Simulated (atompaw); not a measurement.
## aluminium: variants of one PAW (atompaw) potential

Base potential:

Al (Z = 13), PAW, made with atompaw 4.2.0.5 (PBE, scalar-relativistic). Core [Ne], reference 3s2 3p1. Waves: 3s (bound): rc 1.70 bohr; 3s channel at 3.35 Ry: rc 1.55 bohr; 3p (bound): rc 1.70 bohr; 3p channel at 0.85 Ry: rc 1.70 bohr. Local part: troulliermartins scheme with l = 2 at 0 Ry, radius 1.30 bohr. Core correction: smooth core density matched at 1.10 bohr. Augmentation charge: sinc compensation charge, radius 1.35 bohr; PAW radius 1.70 bohr; waves and projectors: custom rrkj vanderbiltortho.

Cutoffs, loose and tight: the cutoffs (Ry, on a coarse ladder) from which the occupation-weighted sum of valence levels, in a spherical-Bessel basis at the reference potential, stays within 10 and 1 mRy of its value at 400 Ry. They see the waves, projectors and local potential, not the compensation charge or the core. A dash means not determined.

A true bound ghost makes a file unfit for plane-wave use even where its test errors are small: the radial tests pick states by their node count and pass the ghost by.

```csv
change,outcome,"cutoff, loose","cutoff, tight",bound ghosts
base,generated,10 Ry,15 Ry,p
wave 3s channel at 3.35 Ry: rc 1.55 bohr becomes 3s channel at 1.63 Ry: rc 1.55 bohr,generated,10 Ry,15 Ry,p
"augmentation gaussian compensation charge, radius 1.35 bohr; PAW radius 1.70 bohr; waves and projectors: custom rrkj vanderbiltortho",generated,10 Ry,15 Ry,p
"core [He], valence charge 11; reference 2s2 2p6 3s2 3p0; waves now 2s (bound): rc 0.95 bohr; 3s (bound): rc 1.10 bohr; 2p (bound): rc 0.55 bohr; 3p (bound): rc 1.15 bohr; local potential troulliermartins scheme with l = 2 at 0 Ry, radius 0.85 bohr; core correction smooth core density matched at 0.70 bohr; augmentation sinc compensation charge, radius 1.05 bohr; PAW radius 1.15 bohr; waves and projectors: custom rrkj vanderbiltortho",failed: atompaw: The overlap operator has at least one negative eigenvalue!,–,–,–
"augmentation sinc compensation charge, radius 1.68 bohr; PAW radius 1.70 bohr; waves and projectors: custom rrkj vanderbiltortho",generated,10 Ry,15 Ry,p
"augmentation sinc compensation charge, radius 1.35 bohr; PAW radius 1.70 bohr; waves and projectors: custom polynom2 7 10 vanderbiltortho",generated,8 Ry,21 Ry,"p, s"
core correction smooth core density matched at 0.70 bohr,generated,10 Ry,15 Ry,p
wave 3s channel at 3.35 Ry: rc 1.55 bohr becomes 3s channel at 3.35 Ry: rc 0.98 bohr,failed: atompaw: The overlap operator has at least one negative eigenvalue!,–,–,–
"local potential vpsmatchnc scheme with l = 2 at 0 Ry, radius 1.30 bohr",generated,10 Ry,15 Ry,p
"augmentation sinc compensation charge, radius 1.48 bohr; PAW radius 1.70 bohr; waves and projectors: custom rrkj vanderbiltortho",generated,10 Ry,15 Ry,p
```

Problem. What comes out with this change to the base: wave 3p (bound): rc 1.70 bohr becomes 3p (bound): rc 1.38 bohr?

Solution. outcome: generated; cutoff, loose: 10 Ry; cutoff, tight: 18 Ry; bound ghosts: none.

Problem. What comes out with this change to the base: local potential troulliermartins scheme with l = 2 at 0 Ry, radius 1.00 bohr?

Solution. outcome: generated; cutoff, loose: 10 Ry; cutoff, tight: 15 Ry; bound ghosts: p, s.
